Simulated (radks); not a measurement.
Species: Li2+. Configuration: 2s1 (not the ground configuration).

Calculated with a radial shooting solver on a logarithmic mesh with Libxc functionals: non-relativistic Kohn-Sham, PW91, spin-polarised, spherical densities, point nucleus; open shells are filled with parallel spins first.

Energy parts (hartree):
part                    energy
total                 -1.15000
kinetic                1.14480
electron-nucleus      -2.26971
Hartree                0.23009
exchange-correlation  -0.25519

Orbitals (lengths in bohr, moments of r in powers of bohr):
orbital  occ.  eigenvalue (hartree)  <r^2>
2s up       1              -0.99229  4.480

The highest occupied level is 2s up at -27.002 eV. The electron density at the nucleus is 1.11 e/bohr^3. The spin density at the nucleus is 1.110 e/bohr^3 (2s 1.110), a Fermi contact field of 58.2 T. Virial ratio -V/T = 2.00454. Summed over all electrons, <r^2> = 4.480 bohr^2, which gives a Langevin (diamagnetic) susceptibility term of -3.55 x 10^-6 cm^3/mol. The density falls to 0.001 e/bohr^3 at r = 3.17 bohr. Spin moment in Bohr magnetons: 1.
